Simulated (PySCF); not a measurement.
Molecule: 2-Bromopyridine, C$_{5}$H$_{4}$BrN.

Numbering as in the mapped SMILES `[Br:1][c:2]1[cH:3][cH:4][cH:5][cH:6][n:7]1`; H(Xn) means a hydrogen on atom n.

Geometry PBE0-D3(BJ)/def2-SVP throughout; GIAO in PySCF 2.14, gas phase, one conformer, non-relativistic; equivalent atoms averaged; basis pcSseg-1.

Q: How do the absolute shieldings σ depend on the functional? (a selection of nuclei; ppm; last column core-seconds on shared hosts with different chips, so compare them loosely; the GGAs took longer than the global hybrids here, which isn't the general rule, and the cause wasn't traced)

A: 
```csv
functional,kind,Br1,C2,C6,C4,C3,C5,H(C6),H(C4),H(C5),core-s
HF,Hartree–Fock,2106.0,27.2,31.9,42.2,57.5,64.4,22.99,23.78,24.51,7.5
LDA,LDA,1704.2,8.7,22.0,35.5,42.6,50.5,22.41,23.36,23.80,21
KT2,GGA,1815.8,27.3,39.0,52.3,57.7,66.4,23.05,23.98,24.48,25
KT3,GGA,1814.7,28.2,39.8,52.9,58.5,66.8,23.16,24.11,24.62,26
B3LYP,global hybrid,1805.6,11.8,23.5,36.2,44.1,52.0,23.02,23.95,24.45,13
PBE0,global hybrid,1864.0,19.6,28.9,41.5,49.9,57.5,22.77,23.68,24.18,16
B97-2,global hybrid,1850.0,21.5,31.5,44.1,52.3,59.8,22.95,23.86,24.37,17
BHandHLYP,global hybrid,1924.1,17.4,25.8,37.6,47.9,55.4,22.95,23.81,24.36,18
wB97X-D,range-separated hybrid,1871.8,20.3,27.9,40.0,49.1,56.6,22.86,23.74,24.25,23
```

Q: Which nucleus among those listed moves most, in ppm?

A: Br1 (bromine bonded to C): from 1704.2 ppm with LDA to 2106.0 ppm with HF. The smallest spread is 0.75 ppm, at H(C6). Proton shifts span only some 12 ppm, so a few tenths of a ppm matter as much there as several ppm in carbon.

Relativistic effects, spin–orbit coupling among them, are left out; they matter for Br and for the light atoms bonded to it.
